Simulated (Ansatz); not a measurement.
Geometry optimisation, RKS PBE0-D4/def2-SVP in Ansatz.

Input:

```yaml
crystal:
  periodic: [false, false, false]
  atoms:
    - { symbol: C, position_ang: [-0.7172, 1.0857, -0.2199] }
    - { symbol: B, position_ang: [0.0757, -0.1848, 0.0786] }
    - { symbol: "N", position_ang: [-0.1886, -0.9386, 1.3666] }
    - { symbol: "N", position_ang: [1.1933, -0.6718, -0.922] }
    - { symbol: H, position_ang: [-1.3402, 0.9788, -1.1863] }
    - { symbol: H, position_ang: [-1.4692, 1.3524, 0.6003] }
    - { symbol: H, position_ang: [-0.0517, 1.9956, -0.3475] }
    - { symbol: H, position_ang: [0.5487, -1.7275, 1.402] }
    - { symbol: H, position_ang: [0.1151, -0.2821, 2.203] }
    - { symbol: H, position_ang: [1.1123, -0.046, -1.7245] }
    - { symbol: H, position_ang: [0.7871, -1.6187, -1.2297] }
basis:
  gaussian: { orbitals: def2-SVP }
hamiltonian:
  xc: pbe0
  dispersion: d4
relax:
  f_tol: 0.015
  max_steps: 40
output:
  orbitals: {}
```

Launched with:

```bash
$ ansatz run input.yaml --threads 1 --pin off --max-ram 2048MiB --backend cpu --events-out ev --progress --plain --runs-dir out
```

Where does it end, and by what steps?

The run converged. After 6 steps the energy has fallen by 1.489 eV; H11 moved furthest, 0.64 Å.

| step | energy less start (eV) | largest force component (eV/Å) | accepted |
| --- | --- | --- | --- |
| 0 | 0.0000 | 3.619 | yes |
| 1 | -0.7812 | 2.177 | yes |
| 2 | -1.1318 | 2.169 | yes |
| 3 | -1.4349 | 0.347 | yes |
| 4 | -1.4867 | 0.080 | yes |
| 5 | -1.4805 | 0.174 | no |
| 6 | -1.4887 | 0.010 | yes |

```xyz
11
Properties=species:S:1:pos:R:3
C -0.696 1.171 -0.163
B 0.108 -0.185 0.034
N 0.091 -0.843 1.290
N 0.843 -0.723 -1.054
H -1.394 1.098 -1.014
H -1.283 1.462 0.722
H -0.008 2.003 -0.390
H 0.582 -1.703 1.488
H -0.427 -0.483 2.077
H 0.868 -0.278 -1.959
H 1.383 -1.575 -1.009
```

Whether the end is a true minimum wasn't checked by a vibrational analysis.

Run time: 27 s on 1 thread of Arm Neoverse V1, on a shared host, peak memory 0.17 GiB.
